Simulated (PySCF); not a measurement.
## Simulated absorption spectrum

Species: C4H10GaN.
Cartesian coordinates in Å at the PBE0-D3(BJ)/def2-SVP level; atoms count from 1:
```xyz
16
C4H10GaN angstrom
C     -2.3586   -1.2307    0.4849
C     -1.2942   -0.4308    0.3105
C     -1.4603    1.0337    0.0239
Ga     0.4480   -1.3166    0.4608
N      2.0218   -0.4252    0.2548
C      2.2822    0.9625   -0.0282
H     -2.2568   -2.3010    0.6962
H     -3.3874   -0.8476    0.4236
H     -2.5227    1.3259   -0.0232
H     -0.9913    1.3124   -0.9344
H     -0.9744    1.6522    0.7969
H      0.5716   -2.8479    0.7679
H      2.8728   -0.9692    0.3518
H      2.8694    1.4598    0.7672
H      1.3391    1.5202   -0.1200
H      2.8332    1.1113   -0.9766
```

Method: TDDFT wB97X-D/def2-SVPD, vertical, gas phase, core orbitals frozen in the response (PySCF). Relativistic effects, spin–orbit coupling among them, are left out although an element past zinc is present.

Each state is given a Gaussian of 0.5 eV full width at half maximum, with ε(max) = 2.175×10⁸ f / Δν̃ (Δν̃ the width in cm⁻¹). The width is an assumption, not a result. The curve ends short of the highest state used, and states not computed would add to its high-energy end.

(E (eV), ε (L mol⁻¹ cm⁻¹)): (4.74, 22), (4.80, 57), (4.86, 137), (4.91, 268), (4.97, 559), (5.02, 970), (5.08, 1746), (5.14, 2903), (5.19, 4173), (5.25, 5996), (5.31, 7957), (5.36, 9482), (5.42, 10888), (5.48, 11568), (5.53, 11477), (5.59, 10629), (5.65, 9189), (5.70, 7775), (5.76, 6108), (5.82, 4715), (5.87, 3870), (5.93, 3270), (5.99, 3086), (6.04, 3192), (6.10, 3533), (6.16, 3984), (6.21, 4338), (6.27, 4617), (6.33, 4643), (6.38, 4442), (6.44, 3963), (6.50, 3317), (6.55, 2744), (6.61, 2121), (6.67, 1651), (6.72, 1412)

(1) Locate the maxima and give the states behind the curve.

(2) On this curve, what absorbance would a 10⁻⁵ mol/L sample give at 248 nm over a 1 cm path?

(3) Coming from long wavelengths, where does ε first pass 100 L mol⁻¹ cm⁻¹?

Answers

(1) 226 nm (5.50 eV), ε about 12000, made up of S1 (99%); 197 nm (6.31 eV), ε about 4700, made up of S4 (94%) (ε in L mol⁻¹ cm⁻¹; maxima over ε = 5, shares over 10%). The states used: S1 5.49 eV (f 0.212); S2 5.65 eV (f 0.0008); S3 5.94 eV (f 0.021); S4 6.33 eV (f 0.082); S5 6.87 eV (f 0.011); S6 6.96 eV (f 0.0002); S7 7.19 eV (f 0.0002); S8 7.27 eV (f 0.041); S9 7.30 eV (f 0.025); S10 7.32 eV (f 0.049).

(2) 248 nm is 4.999 eV, where ε is about 780 L mol⁻¹ cm⁻¹, so A = ε c l ≈ 0.0078 (Beer–Lambert, with the gas-phase spectrum and the assumed width).

(3) At about 256 nm (4.84 eV), 0.65 eV below S1.

The vertical ionisation energy (ΔSCF) is 8.61 eV, 1.29 eV above S10.

One conformer stands for the species.
